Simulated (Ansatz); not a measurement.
C$_{4}$H$_{12}$Sn (`CC(C)[CH2][SnH3]`), relaxed with RKS PBE-D4/def2-SVP in Ansatz from a rough embedded geometry. The force threshold is 0.03 eV/Å; the program also tests the step.

The species carries charge 0 and has multiplicity 1. Sn takes the def2 core potential.

Start:

```xyz
17

C    -0.175   -0.168    1.606
C    -0.647   -0.243    0.127
C    -2.100    0.240    0.048
C     0.316    0.654   -0.741
Sn    2.189   -0.325   -1.047
H    -0.115    0.801    1.977
H    -0.825   -0.813    2.227
H     0.889   -0.654    1.682
H    -0.616   -1.274   -0.279
H    -2.143    1.339    0.379
H    -2.462    0.220   -1.017
H    -2.734   -0.333    0.677
H    -0.184    0.654   -1.798
H     0.413    1.605   -0.380
H     3.068    0.571   -2.289
H     1.998   -1.976   -1.606
H     3.129   -0.297    0.433
```

By how much does the energy fall, and how many steps does the optimiser take? (An estimate is asked.)

Computed: 56.83 kJ/mol, in 11 steps.

Which bonds change most? (Best estimate.)

Computed: C4–H14 from 1.022 to 1.112 Å; C1–H6 from 1.040 to 1.112 Å; C1–H8 from 1.172 to 1.110 Å; C4–H13 from 1.169 to 1.110 Å.

Give the relaxed structure. (Best estimate.)

Ansatz gave: 
```xyz
17

C    -0.165   -0.356    1.534
C    -0.690   -0.246    0.096
C    -2.102    0.357    0.075
C     0.256    0.564   -0.808
Sn    2.272   -0.251   -1.017
H    -0.042    0.651    1.988
H    -0.862   -0.931    2.176
H     0.822   -0.863    1.580
H    -0.759   -1.278   -0.319
H    -2.095    1.392    0.481
H    -2.508    0.406   -0.957
H    -2.809   -0.239    0.689
H    -0.154    0.641   -1.837
H     0.365    1.604   -0.428
H     3.021    0.396   -2.439
H     2.182   -1.977   -1.164
H     3.268    0.130    0.349
```
